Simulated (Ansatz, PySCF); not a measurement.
Gas-phase reaction (SMILES): [GeH2] (GeH2) → [GeH] (GeH) + H atom; the Ge-H bond at the site shown breaks (other sites are not compared here).

Structures are relaxed separately at B3LYP-D3(BJ)/def2-TZVP in Ansatz (an electronic-structure program). Correlated levels leave the core frozen unless marked. UHF or UKS for open shells. No spin-orbit coupling. The frozen core is the preceding noble-gas configuration, with the filled d and f shells of earlier blocks. No relativistic terms. Basis-set limits of correlation are two-point, X^-3; Hartree-Fock from the larger set (for Q and 5 zeta extrapolated as (X+1)exp(-9√X)). Unstable Hartree-Fock reference: [GeH2] (GeH2). Thermal terms are rigid-rotor harmonic-oscillator values from B3LYP-D3(BJ) frequencies (PySCF) at 298.15 K and 1 atm. 1 Eh = 627.5095 kcal/mol. Atoms have translation alone.

```json
[
 {"species": "[GeH2] (GeH2)", "E, CCSD(T)/CBS(cc-pVQZ,cc-pV5Z) (Ansatz) (Eh)": "-2076.66026", "E, r2SCAN-D4/def2-TZVPD (Ansatz + dftd4) (Eh)": "-2078.12652", "H - E (Eh)": "0.01460"},
 {"species": "[GeH] (GeH)", "E, CCSD(T)/CBS(cc-pVQZ,cc-pV5Z) (Ansatz) (Eh)": "-2076.04310", "E, r2SCAN-D4/def2-TZVPD (Ansatz + dftd4) (Eh)": "-2077.51202", "H - E (Eh)": "0.00757"},
 {"species": "H atom", "E, CCSD(T)/CBS(cc-pVQZ,cc-pV5Z) (Ansatz) (Eh)": "-0.50000", "E, r2SCAN-D4/def2-TZVPD (Ansatz + dftd4) (Eh)": "-0.49993", "H - E (Eh)": "0.00236"}
]
```

**Question.** Work out ΔE and ΔH at 298.15 K at the first level, then ΔH at the second.

**Answer.** 
1. ΔE = [(-2076.04310) + (-0.50000)] - [(-2076.66026)] = 0.11716 Eh = 73.5 kcal/mol at CCSD(T)/CBS(cc-pVQZ,cc-pV5Z).
2. The terms H - E add up to -0.00467 Eh, so ΔH = (0.11716 + (-0.00467))×627.5095 = 70.6 kcal/mol.
3. At r2SCAN-D4/def2-TZVPD the same steps give ΔE = 71.9 and ΔH = 69.0 kcal/mol, a shift of -1.6 from the first level.
4. These values are not checked against measurement here, since the tables used lack a sound gas-phase enthalpy of formation for at least one species.
